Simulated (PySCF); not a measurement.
# Electric field gradients and quadrupole coupling constants

Species: C5H5Cl2NSi.
Geometry (GFN2-xTB, Å), atoms numbered from 1 in this order:
```
atom  x, y, z in Å
N1    -2.1508   -1.4587   -0.8871
C2    -2.1804   -0.5176   -0.2397
C3    -2.1960    0.6655    0.5826
C4    -0.8647    0.8743    1.2687
C5     0.1416    0.0682    1.1343
C6     1.1543   -0.7146    0.9201
Si7    2.3790   -0.4532   -0.4918
Cl8    2.3776    1.5020   -0.9912
Cl9    4.2088   -1.0001    0.1664
H10   -2.4258    1.5298   -0.0505
H11   -2.9932    0.5682    1.3281
H12   -0.8012    1.7452    1.9061
H13    1.3037   -1.5721    1.5630
H14    2.0464   -1.2374   -1.6712
```

Field gradients from the PBE0/pcSseg-1 density (PySCF, non-relativistic), principal values in atomic units, ordered |Vxx| ≤ |Vyy| ≤ |Vzz|:

```
atom      Vxx      Vyy      Vzz
  N1   0.4722   0.5047  -0.9769
 Cl8  -0.9971  -1.1542   2.1514
 Cl9  -0.9895  -1.1512   2.1407
```

Find the asymmetry η = (Vxx − Vyy)/Vzz and the couplings χ = eQV/h (234.96 MHz × Q in barn × V in au), with Q(14N) = 0.02044 b, Q(35Cl) = −0.0817 b.

| atom | environment | nucleus | η | χzz (MHz) | χxx (MHz) | χyy (MHz) |
| --- | --- | --- | --- | --- | --- | --- |
| N1 | nitrile nitrogen | 14N | 0.03 | -4.692 | 2.268 | 2.424 |
| Cl8 | silicon-bound chlorine | 35Cl | 0.07 | -41.30 | 19.14 | 22.16 |
| Cl9 | silicon-bound chlorine | 35Cl | 0.08 | -41.09 | 19.00 | 22.10 |

The gradient is axial or nearly so (η below 0.05) at N1. 

What is Vzz at Cl8 in SI units (1 au = 9.71736 × 10²¹ V/m²)?

2.1514 au = 20.906 × 10²¹ V/m².

What couplings would deuterons (Q(2H) = 0.00286 b) have in place of the hydrogens, at this geometry?

| atom | bonded to | bond length (Å) | Vzz (au) | η | χzz (kHz) |
| --- | --- | --- | --- | --- | --- |
| H10 | C3 | 1.096 | 0.2913 | 0.04 | 196 |
| H11 | C3 | 1.096 | 0.2914 | 0.04 | 196 |
| H12 | C4 | 1.081 | 0.3271 | 0.09 | 220 |
| H13 | C6 | 1.082 | 0.3296 | 0.05 | 222 |
| H14 | Si7 | 1.455 | 0.1621 | 0.02 | 109 |

The structure is a single GFN2-xTB conformer in the gas phase; no vibrational or solvent corrections. GFN2-xTB bond lengths can be off by several hundredths of an ångström, more for odd bonds, and the gradients follow them. The small basis limits the accuracy of the gradients.

These values come from a run that also computed NMR shieldings. The run took 38 s wall on one thread, Arm Neoverse V1 (aarch64), no GPU, on a shared host, and the process peaked at 0.89 GiB of memory.
